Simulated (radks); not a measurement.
All-electron atom: Mo2+ in [Kr] 4d4 (the NIST ground configuration). All-electron calculation, scalar-relativistic Kohn-Sham, LDA (Slater exchange, Perdew-Wang correlation), spin-polarised, spherical densities, point nucleus; open shells are filled with parallel spins first (spin-orbit coupling, left out, can overturn this in heavy ions); hard spherical wall at 8 bohr. Program: a radial shooting solver on a logarithmic mesh with Libxc functionals.

Normalised radial functions P(r) = r R(r), r in bohr:

```
   r/bohr * 3d up, o 4s up, + 4s down (the largest magnitude, 1.57, reaches the edge; | marks zero, & curves that meet)
 0.001371                             *&
 0.001583                             *&
 0.001813                             *&
 0.002094                             *&
 0.002399                             *&
 0.002771                             *&
 0.003175                             * &
 0.003666                             * &
   0.0042                             * &
 0.004851                             * &
 0.005558                             * o+
 0.006419                             *  &
 0.007354                             *  &
 0.008493                             *  &
  0.00973                             *  &
  0.01124                             *   &
  0.01287                             *   &
  0.01487                             *   &
  0.01703                             *   &
  0.01967                             *   &
  0.02254                             *   &
  0.02582                             *  &
  0.02982                             |* &
  0.03416                             |*&
  0.03946                             |&
   0.0452                             & *
  0.05221                           & | *
  0.05981                          &  |  *
  0.06908                         &   |   *
  0.07914                       &     |    *
   0.0914                       &     |      *
   0.1047                      &      |        *
   0.1209                       &     |          *
   0.1385                        &    |             *
     0.16                           & |                *
   0.1833                             &                   *
   0.2117                             |   &                  *
   0.2425                             |      &                 *
   0.2801                             |        o+               *
   0.3209                             |         &                *
   0.3706                             |        &                *
   0.4246                             |      &                 *
   0.4865                             | &                   *
   0.5618                         &   |                  *
   0.6437                   +o        |              *
   0.7434              &              |          *
   0.8517           &                 |       *
   0.9836          &                  |    *
    1.127           &                 |  *
    1.301             o+              |*
    1.491                 &           |*
    1.722                    o+       *
    1.973                        &    *
    2.278                          &  *
     2.61                           & *
    3.015                            &*
    3.454                             &
    3.989                             &
     4.57                             &
    5.277                             &
    6.046                             &
    6.983                             &
        8                             &
```

3d up: eigenvalue -239.91 eV, 0 radial nodes, <r> = 0.416 bohr, 90 % of the charge inside 0.665 bohr. 4s up: eigenvalue -83.709 eV, 3 radial nodes at r = 0.0446, 0.180, 0.514 bohr, <r> = 1.10 bohr, 90 % of the charge inside 1.61 bohr. 4s down: eigenvalue -81.358 eV, 3 radial nodes at r = 0.0446, 0.180, 0.513 bohr, <r> = 1.10 bohr, 90 % of the charge inside 1.60 bohr.
